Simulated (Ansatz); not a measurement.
`C[O][SnH]([F])[O][SiH3]`, relaxed with RKS PBE0-D4/def2-TZVP in Ansatz 0.2.0 from a GFN2-xTB geometry. The force threshold is 0.005 eV/Å; the program also tests the step.

Total charge 0; spin multiplicity 1. Sn: def2 effective core potential.

Start:

```xyz
13

C    -1.716    0.739   -1.801
O    -1.177    0.381   -0.546
Sn    0.458    1.104    0.237
F     1.711    0.978   -1.250
O     1.026   -0.118    1.579
Si    1.144   -1.742    1.762
H    -2.193    1.720   -1.770
H    -2.472   -0.018   -2.018
H    -0.966    0.728   -2.593
H     0.624    2.661    0.857
H     2.050   -2.304    0.762
H    -0.180   -2.357    1.665
H     1.691   -1.772    3.115
```

(1) How much energy does the relaxation release, and in how many steps? (Best estimate.)

(2) Which bonds change most? (An estimate is asked.)

(3) Give the relaxed structure. (Best estimate.)

Answers

(1) Computed: 19.18 kJ/mol, in 92 steps, 10 of them rejected.

(2) The calculation gave: Sn3–F4 from 1.948 to 1.914 Å; Sn3–O5 from 1.902 to 1.933 Å; Si6–H11 from 1.462 to 1.489 Å; Si6–H13 from 1.460 to 1.486 Å.

(3) Computed: 
```xyz
13

C    -1.441    0.365   -1.600
O    -1.261    1.460   -0.723
Sn    0.253    1.529    0.476
F     1.816    1.437   -0.625
O     0.333   -0.116    1.488
Si    0.998   -1.603    1.305
H    -0.608    0.263   -2.305
H    -2.354    0.548   -2.171
H    -1.559   -0.581   -1.060
H     0.244    2.905    1.444
H     0.788   -2.113   -0.078
H     0.334   -2.521    2.266
H     2.458   -1.573    1.583
```
